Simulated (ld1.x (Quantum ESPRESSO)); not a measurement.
Transferability test, RRKJ potential for palladium (Pd)

ld1.x (Quantum ESPRESSO) 7.5 input, shortened:

```
&input
   title='Pd', zed=46., rel=1, dft='PW91', iswitch=3,
   config='[Kr] 4d10 4f-2 5s0 5p0'
 /
 &inputp
   pseudotype=2, tm=.false., lloc=0,
   nlcc=.false.
 /
4
5P  2  1   0.00   0.00  4.20  4.20  0.0
4D  3  2  10.00   0.00  2.15  2.15  0.0
4F  4  3  -2.00  -0.05  4.05  4.05  0.0
5S  1  0   0.00   0.00  1.80  1.80  0.0
 &test
   configts(1)='4d10 5s0 5p0'
 /
```

Energies are relative to the spin-unpolarised reference configuration 4d10 5s0 5p0; without spin polarisation the order of configurations can differ from experiment.

(1) Give the all-electron excitation energy and the error of the potential for: 4d9 5s0 5p0; 4d8 5s0 5p0; 4d7 5s0 5p0; 4d8 5s1 5p0; 4d6 5s0 5p0; 4d9 5s1 5p0; 4d9 5s0 5p1.

Levels in the configuration 4d8 5s0 5p0:

```tsv
level	all-electron (eV)	pseudo (eV)
4d	-27.404	-27.685
```

Results:

(1)

```json
{"valence configuration": "4d9 5s0 5p0", "charge": "+1", "ΔE all-electron (eV)": "9.185", "error AE − PS (meV)": "-36"}
{"valence configuration": "4d8 5s0 5p0", "charge": "+2", "ΔE all-electron (eV)": "30.080", "error AE − PS (meV)": "-219"}
{"valence configuration": "4d7 5s0 5p0", "charge": "+3", "ΔE all-electron (eV)": "64.519", "error AE − PS (meV)": "-604"}
{"valence configuration": "4d8 5s1 5p0", "charge": "+1", "ΔE all-electron (eV)": "13.709", "error AE − PS (meV)": "-110"}
{"valence configuration": "4d6 5s0 5p0", "charge": "+4", "ΔE all-electron (eV)": "113.947", "error AE − PS (meV)": "-1132"}
{"valence configuration": "4d9 5s1 5p0", "charge": "0", "ΔE all-electron (eV)": "1.505", "error AE − PS (meV)": "-27"}
{"valence configuration": "4d9 5s0 5p1", "charge": "0", "ΔE all-electron (eV)": "5.279", "error AE − PS (meV)": "-47"}
```

ld1.x printed “convergence not achieved” for 2 of the counted tests; their residual had stalled under 1e-8, short of the target of 1e-14.
